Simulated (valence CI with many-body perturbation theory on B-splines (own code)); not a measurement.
## Pt28+: what each term of the Hamiltonian does

Calculated by relativistic CI+MBPT: four valence electrons over a frozen Dirac-Fock core [Kr] 4d10, a basis of 8 s, 8 p, 9 d, 9 f, 6 g, 3 h, 2 i functions for each j, with the one-electron correlation potential Σ1 (screened to all orders), the two-electron term Σ2, the three-electron term Σ3, Breit, model QED; selected single and double excitations, second order for the rest, scaled by the run's own slope (own B-spline code, finite nucleus).

The last digits are not significant, and no measured levels were compared; by estimate large intervals hold to a few tenths of a per cent, small ones and those within an open d or f shell to about a per cent. Core correlation moves these levels by up to 5500 cm⁻¹, and in measured spectra 5 to 20 % of such shifts remained as error; rates that hang on mixing are uncertain with them. Only levels of the ground parity were solved; by the run's estimate the other parity begins above the list, which can be wrong where configurations are misplaced.

Each rung adds one term. CI alone is the Dirac-Coulomb CI over the frozen core; QED comes last and gives the full result, which names the levels. Energies are above (4f5/2^4) J=4 on the same rung, in eV.

Levels are named by their leading jj configuration (3d3/2^4 stands for four electrons in 3d with j = 3/2), which in mixed levels can hold well under half, so a name can repeat and another be missing. Letters in brackets count levels of one name in rising energy.

| Level | CI alone |
| --- | --- |
| (4f5/2^3 4f7/2) J=5 [a] | 2.793 |
| (4f5/2^4) J=2 | 4.885 |
| (4f5/2^2 4f7/2^2) J=6 [a] | 4.989 |
| (4f5/2^3 4f7/2) J=7 | 6.563 |
| (4f5/2^3 4f7/2) J=1 [a] | 6.456 |
| (4f5/2^3 4f7/2) J=4 [a] | 6.560 |
| (4f5/2^3 4f7/2) J=8 | 7.757 |
| (4f5/2^3 4f7/2) J=3 [a] | 7.568 |
| (4f5/2^3 4f7/2) J=2 [a] | 8.071 |
| (4f5/2^3 4f7/2) J=2 [b] | 8.491 |
| (4f5/2^3 4f7/2) J=3 [b] | 8.453 |
| (4f5/2^2 4f7/2^2) J=6 [b] | 9.296 |
| (4f5/2^3 4f7/2) J=5 [b] | 9.731 |
| (4f5/2^2 4f7/2^2) J=7 [a] | 10.083 |
| (4f5/2^2 4f7/2^2) J=4 [a] | 10.351 |
| (4f5/2^2 4f7/2^2) J=8 [a] | 10.957 |

Problem. What do these energies become with core correlation, Breit and QED?

Solution. (4f5/2^3 4f7/2) J=5 [a] 2.823 (+0.0299); (4f5/2^4) J=2 4.700 (-0.1850); (4f5/2^2 4f7/2^2) J=6 [a] 4.943 (-0.0464); (4f5/2^3 4f7/2) J=7 6.385 (-0.1787); (4f5/2^3 4f7/2) J=1 [a] 6.410 (-0.0466); (4f5/2^3 4f7/2) J=4 [a] 6.446 (-0.1145); (4f5/2^3 4f7/2) J=8 7.455 (-0.3029); (4f5/2^3 4f7/2) J=3 [a] 7.455 (-0.1137); (4f5/2^3 4f7/2) J=2 [a] 7.844 (-0.2268); (4f5/2^3 4f7/2) J=2 [b] 8.253 (-0.2384); (4f5/2^3 4f7/2) J=3 [b] 8.255 (-0.1976); (4f5/2^2 4f7/2^2) J=6 [b] 9.177 (-0.1190); (4f5/2^3 4f7/2) J=5 [b] 9.524 (-0.2070); (4f5/2^2 4f7/2^2) J=7 [a] 9.872 (-0.2112); (4f5/2^2 4f7/2^2) J=4 [a] 10.211 (-0.1402); (4f5/2^2 4f7/2^2) J=8 [a] 10.660 (-0.2975).

Problem. How does the ionisation energy move along the ladder, and which term matters most?

Solution. CI alone 950.36, + Σ1 953.89, + Σ2 963.07, + Σ3 963.12, + Breit 962.97, + QED 963.04 eV. The largest step is Σ2, 9.17 eV. NIST lists 980 ± 50 eV (theoretical).
